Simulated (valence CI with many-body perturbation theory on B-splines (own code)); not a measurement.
## E1 line list for Er¹⁹⁺

Computed by configuration interaction combined with many-body perturbation theory (CI+MBPT): three valence electrons over a frozen Dirac-Fock core [Kr] 4d10, radial functions for each j: 8 s, 8 p, 9 d, 9 f, 6 g, 3 h, 2 i, with the one-electron correlation potential Σ1, the two-electron term Σ2, the three-electron term Σ3, Breit, model QED; selected CI, second order for the rest, scaled by the run's own slope (own B-spline code, finite nucleus).

No measured levels were compared; by estimate terms of the open shell hold to a few per cent of their energy, and close levels can change places. Core correlation moves these levels by up to 42000 cm⁻¹, and in measured spectra 5 to 20 % of such shifts remained as error; rates that hang on mixing are uncertain with them.

Lines 51 to 100 of 211 in falling wavelength, among levels below 52.747 eV, chosen from the strongest by gf and those to the six lowest levels. Wavelengths and rates use the calculated energies, so an error of 2000 cm⁻¹ moves a line at 327.1 Å by 0.65 % and its rate by three times that or more. Electric multipoles are in the length gauge, E1 and E2 with the static RPA response of the core. Weak lines are less certain than strong ones. Lines between different terms over intervals too small for the method are left out, as are lines whose strength nearly cancels. Where a level lies close to another of its J and parity, the split of strength between their lines is uncertain. The highest levels of a list are the least certain.

Names give the largest LS component (configuration and term), which can be under half, so a name can repeat, a term be missing and a line seem to break the LS rules; names also repeat where a configuration has a term twice. Letters in brackets count levels of one name in rising energy.

| λ vac (Å) | Upper | Lower | A (s⁻¹) | log gf | Branch % |
| --- | --- | --- | --- | --- | --- |
| 327.1 | 4f2 5s 4H_9/2 | 4f3 4G°_7/2 | 1.75e+04 | -5.55 | 25.1 |
| 326.7 | 4f2 5s 4H_11/2 | 4f3 4G°_9/2 | 2.88e+04 | -5.26 | 35.3 |
| 325.9 | 4f2 5s 2G_9/2 | 4f3 4D°_7/2 | 2.79e+04 | -5.35 | 12.7 |
| 324.9 | 4f2 5s 2G_7/2 | 4f3 4D°_5/2 | 9.58e+03 | -5.92 | 3.8 |
| 324.0 | 4f2 5s 4F_9/2 | 4f3 2G°_9/2 [a] | 1.34e+04 | -5.68 | 6.1 |
| 323.9 | 4f2 5s 4H_13/2 | 4f3 4G°_11/2 | 3.47e+04 | -5.12 | 40.2 |
| 323.9 | 4f2 5s 2D_5/2 | 4f3 2F°_5/2 [a] | 6.02e+03 | -6.25 | 1.0 |
| 323.4 | 4f2 5s 4F_5/2 | 4f3 2D°_3/2 [a] | 1.55e+04 | -5.84 | 5.8 |
| 323.1 | 4f2 5s 2H_11/2 | 4f3 2I°_11/2 | 1.16e+04 | -5.66 | 3.4 |
| 322.7 | 4f2 5s 4F_9/2 | 4f3 4G°_11/2 | 7.07e+03 | -5.96 | 3.2 |
| 322.6 | 4f2 5s 2D_3/2 | 4f3 2F°_5/2 [a] | 5.99e+04 | -5.43 | 10.4 |
| 321.8 | 4f2 5s 2D_3/2 | 4f3 2D°_3/2 [c] | 2.16e+04 | -5.87 | 3.7 |
| 321.5 | 4f2 5s 4F_5/2 | 4f3 2G°_7/2 [a] | 1.73e+04 | -5.79 | 6.5 |
| 320.4 | 4f2 5s 4P_5/2 | 4f3 2F°_7/2 [a] | 2.00e+04 | -5.73 | 2.4 |
| 319.1 | 4f2 5s 2H_9/2 | 4f3 2G°_7/2 [a] | 1.02e+04 | -5.81 | 5.0 |
| 318.8 | 4f2 5s 4H_9/2 | 4f3 4F°_7/2 | 3.99e+03 | -6.22 | 5.7 |
| 318.5 | 4f2 5s 2F_5/2 | 4f3 2D°_5/2 [a] | 1.36e+04 | -5.91 | 3.8 |
| 318.5 | 4f2 5s 4P_5/2 | 4f3 2D°_5/2 [b] | 2.01e+04 | -5.74 | 2.4 |
| 318.4 | 4f2 5s 4P_1/2 | 4f3 2D°_3/2 [c] | 1.97e+04 | -6.22 | 3.8 |
| 317.6 | 4f2 5s 4F_7/2 | 4f3 4G°_9/2 | 2.81e+04 | -5.47 | 10.9 |
| 317.4 | 4f2 5s 4H_11/2 | 4f3 2H°_11/2 [a] | 4.40e+03 | -6.10 | 5.4 |
| 316.6 | 4f2 5s 4H_7/2 | 4f3 2H°_9/2 [a] | 1.46e+03 | -6.76 | 2.5 |
| 315.3 | 4f2 5s 4F_7/2 | 4f3 2G°_7/2 [a] | 1.33e+04 | -5.80 | 5.2 |
| 315.0 | 4f2 5s 2D_5/2 | 4f3 4D°_7/2 | 2.09e+04 | -5.73 | 3.4 |
| 314.9 | 4f2 5s 2H_11/2 | 4f3 2G°_9/2 [a] | 1.48e+04 | -5.58 | 4.3 |
| 314.6 | 4f2 5s 4F_3/2 | 4f3 4G°_5/2 | 6.27e+04 | -5.43 | 25.9 |
| 314.4 | 4f2 5s 4F_5/2 | 4f3 4G°_7/2 | 2.33e+04 | -5.68 | 8.8 |
| 314.2 | 4f2 5s 4P_3/2 | 4f3 2F°_5/2 [a] | 4.81e+04 | -5.55 | 6.3 |
| 313.1 | 4f2 5s 4F_9/2 | 4f3 2G°_7/2 [a] | 5.95e+03 | -6.06 | 2.7 |
| 313.0 | 4f2 5s 2I_13/2 | 4f3 2H°_11/2 [b] | 4.05e+04 | -5.08 | 6.4 |
| 312.8 | 4f2 5s 2I_11/2 | 4f3 2H°_11/2 [b] | 5.37e+04 | -5.02 | 8.1 |
| 312.5 | 4f2 5s 4H_9/2 | 4f3 2H°_9/2 [a] | 1.54e+03 | -6.65 | 2.2 |
| 312.5 | 4f2 5s 2H_9/2 | 4f3 2H°_11/2 [a] | 2.21e+04 | -5.49 | 10.8 |
| 311.5 | 4f2 5s 4F_5/2 | 4f3 4G°_5/2 | 1.24e+04 | -5.97 | 4.7 |
| 310.5 | 4f2 5s 2H_9/2 | 4f3 4F°_9/2 | 2.10e+04 | -5.52 | 10.3 |
| 310.2 | 4f2 5s 2P_3/2 | 4f3 2D°_5/2 [b] | 1.71e+05 | -5.01 | 8.8 |
| 309.7 | 4f2 5s 2F_5/2 | 4f3 2D°_3/2 [a] | 1.85e+04 | -5.80 | 5.2 |
| 309.1 | 4f2 5s 2D_5/2 | 4f3 2D°_3/2 [b] | 1.04e+04 | -6.05 | 1.7 |
| 309.0 | 4f2 5s 2F_7/2 | 4f3 4D°_5/2 | 4.45e+03 | -6.29 | 1.2 |
| 308.5 | 4f2 5s 2D_3/2 | 4f3 4D°_1/2 | 2.35e+04 | -5.87 | 4.1 |
| 307.9 | 4f2 5s 2F_5/2 | 4f3 2G°_7/2 [a] | 3.73e+04 | -5.50 | 10.5 |
| 307.9 | 4f2 5s 4H_13/2 | 4f3 2H°_11/2 [a] | 1.98e+04 | -5.40 | 22.9 |
| 307.7 | 4f2 5s 2G_9/2 | 4f3 4G°_11/2 | 1.50e+04 | -5.67 | 6.8 |
| 306.9 | 4f2 5s 4F_7/2 | 4f3 4F°_9/2 | 8.91e+03 | -6.00 | 3.5 |
| 306.8 | 4f2 5s 4F_9/2 | 4f3 2H°_11/2 [a] | 5.12e+03 | -6.14 | 2.3 |
| 306.7 | 4f2 5s 4F_5/2 | 4f3 4F°_7/2 | 7.78e+03 | -6.18 | 2.9 |
| 306.5 | 4f2 5s 4F_3/2 | 4f3 4F°_5/2 | 2.29e+04 | -5.89 | 9.5 |
| 306.4 | 4f2 5s 4F_9/2 | 4f3 4G°_7/2 | 4.93e+03 | -6.16 | 2.2 |
| 306.2 | 4f2 5s 4P_5/2 | 4f3 2F°_5/2 [a] | 9.32e+03 | -6.10 | 1.1 |
| 305.3 | 4f2 5s 4P_1/2 | 4f3 4D°_1/2 | 9.53e+04 | -5.57 | 18.5 |
